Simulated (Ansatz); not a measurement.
Geometry optimisation, RKS PBE/def2-SVP in Ansatz 0.2.0.

input.yaml

```yaml
crystal:
  periodic: [false, false, false]
  atoms:
    - { symbol: Ge, position_ang: [0.241148, 0.620519, -0.310298] }
    - { symbol: O, position_ang: [0.543489, -0.128208, 2.549749] }
    - { symbol: H, position_ang: [-0.122402, -0.779237, 2.241279] }
    - { symbol: O, position_ang: [1.653874, -0.451458, -0.489231] }
    - { symbol: H, position_ang: [1.554342, -1.033446, -1.269474] }
    - { symbol: Cl, position_ang: [-0.295912, 1.331321, -2.31554] }
    - { symbol: Cl, position_ang: [-1.516372, -0.601957, 0.248998] }
    - { symbol: P, position_ang: [0.63696, 2.370501, 1.102994] }
    - { symbol: H, position_ang: [2.009778, 1.972848, 1.23757] }
    - { symbol: H, position_ang: [0.898397, 3.277531, 0.010539] }
    - { symbol: H, position_ang: [-0.032701, 0.591587, 2.912315] }
basis:
  gaussian: { orbitals: def2-SVP }
hamiltonian:
  xc: pbe
relax:
  f_tol: 0.03
  max_steps: 50
output:
  orbitals: {}
```

Run as:

```bash
$ ansatz run input.yaml --threads 4 --pin off --max-ram 5120MiB --backend cpu --events-out ev --progress --plain --runs-dir out
```

Task: Where does it end, and by what steps?

Result: The forces met the threshold. After 26 steps the energy has fallen by 0.223 eV; H11 moved furthest, 1.15 Å.

| step | energy less start (eV) | largest force component (eV/Å) | accepted |
| --- | --- | --- | --- |
| 0 | 0.0000 | 0.491 | yes |
| 1 | -0.0245 | 0.508 | yes |
| 2 | -0.0198 | 0.755 | no |
| 3 | -0.0297 | 0.317 | yes |
| 4 | -0.0294 | 0.493 | no |
| 5 | -0.0352 | 0.081 | yes |
| 6 | -0.0360 | 0.034 | yes |
| 7 | -0.0371 | 0.033 | yes |
| 8 | -0.0372 | 0.247 | yes |
| 9 | -0.0393 | 0.172 | yes |
| 10 | -0.0310 | 0.954 | no |
| 11 | -0.0460 | 0.129 | yes |
| 12 | -0.0536 | 0.359 | yes |
| 13 | -0.0590 | 0.867 | yes |
| 14 | -0.0585 | 1.326 | no |
| 15 | -0.0956 | 0.231 | yes |
| 16 | -0.1197 | 0.316 | yes |
| 17 | -0.1573 | 0.421 | yes |
| 18 | -0.1793 | 0.930 | yes |
| 19 | -0.1875 | 0.823 | yes |
| 20 | -0.1931 | 0.341 | yes |
| 21 | -0.2114 | 0.319 | yes |
| 22 | -0.2113 | 0.356 | no |
| 23 | -0.2210 | 0.137 | yes |
| 24 | -0.2225 | 0.033 | yes |
| 25 | -0.2227 | 0.037 | yes |
| 26 | -0.2230 | 0.025 | yes |

```xyz
11
Properties=species:S:1:pos:R:3
Ge 0.104 0.709 -0.052
O 0.481 -0.025 2.353
H 0.985 -0.764 1.945
O 1.268 -0.678 -0.037
H 1.417 -0.955 -0.963
Cl -0.014 1.079 -2.233
Cl -1.925 -0.022 0.400
P 0.654 2.702 1.015
H 1.980 2.202 1.266
H 1.041 3.315 -0.233
H -0.420 -0.395 2.458
```

Whether the end is a true minimum wasn't checked by a vibrational analysis.

The run took 29 s on 4 threads of Intel(R) Xeon(R) 6975P-C (Granite Rapids), on a shared host, peak memory 0.23 GiB.
